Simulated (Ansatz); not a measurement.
Geometry optimisation, RKS PBE/def2-SVP in Ansatz 0.2.0.

The input (input.yaml):

```yaml
crystal:
  periodic: [false, false, false]
  atoms:
    - { symbol: Hf, position_ang: [-0.025853, 0.104587, 0.063995] }
    - { symbol: "N", position_ang: [-0.017327, 0.098141, 2.216031] }
    - { symbol: H, position_ang: [-0.833152, -0.128518, 2.796542] }
    - { symbol: H, position_ang: [0.674212, 0.600356, 2.784748] }
    - { symbol: Cl, position_ang: [2.158439, 0.396475, -0.747585] }
    - { symbol: Cl, position_ang: [-1.239617, 1.999359, -0.596102] }
    - { symbol: Cl, position_ang: [-1.264254, -1.721728, -0.741722] }
    - { symbol: Br, position_ang: [1.827272, -3.00695, 1.514542] }
    - { symbol: H, position_ang: [1.05308, -1.880122, 2.16715] }
basis:
  gaussian: { orbitals: def2-SVP }
hamiltonian:
  xc: pbe
relax:
  f_tol: 0.03
  max_steps: 50
```

Launched with:

```bash
$ ansatz run input.yaml --threads 4 --pin off --max-ram 5120MiB --backend cpu --events-out ev --progress --plain --runs-dir out
```

Q: Where does it end, and by what steps?

A: The forces met the threshold. After 10 steps the energy has fallen by 0.203 eV; Br8 moved furthest, 0.67 Å.

```tsv
step	energy less start (eV)	largest force component (eV/Å)	accepted
0	0.0000	1.809	yes
1	-0.1263	1.214	yes
2	-0.1750	0.349	yes
3	-0.1826	0.107	yes
4	-0.1899	0.063	yes
5	-0.1948	0.154	yes
6	-0.1976	0.126	yes
7	-0.1997	0.073	yes
8	-0.2018	0.080	yes
9	-0.2018	0.093	no
10	-0.2026	0.016	yes
```

```xyz
9
Properties=species:S:1:pos:R:3
Hf -0.088 0.179 -0.014
N 0.073 -0.090 2.008
H -0.704 -0.415 2.600
H 0.718 0.452 2.602
Cl 2.093 0.426 -0.846
Cl -1.273 2.178 -0.367
Cl -1.351 -1.620 -0.839
Br 1.816 -2.956 2.177
H 1.048 -1.693 2.135
```

Whether the end is a true minimum wasn't checked by a vibrational analysis.

The run took 26 s on 4 threads of Arm Neoverse V2, on a shared host, peak memory 0.25 GiB.
